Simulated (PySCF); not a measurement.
Computed shifts of a molecule H₇NO₂Si₂, PySCF with PBE/pcSseg-1, GIAO, gas phase, atoms alike by connectivity averaged where their shifts nearly agree, in ppm (number of nuclei): ¹⁵N: 44.9 (1). ²⁹Si: -41.8 (1), -44.3 (1). ¹H: 5.46 (3), 5.05 (1), 1.59 (1), 1.28 (1), 1.10 (1). References: ¹⁵N against NH3 (σ = 267.0 ppm); ²⁹Si against TMS (σ = 335.4 ppm); ¹⁷O against H2O (σ = 334.3 ppm); ¹H against TMS (σ = 31.49 ppm), references at their B3LYP-D3(BJ)/def2-TZVP geometries, non-relativistic. Geometry: B3LYP-D3(BJ)/def2-SVP. The values are those of a single conformer.

Q: Identify the compound among the candidates.
A. N[Si@@H](O)[SiH2]O
B. N[SiH2]O[SiH2]O
C. O[SiH](O)N[SiH3]
D. N[Si@H](O)O[SiH3]

A: D, N[Si@H](O)O[SiH3]
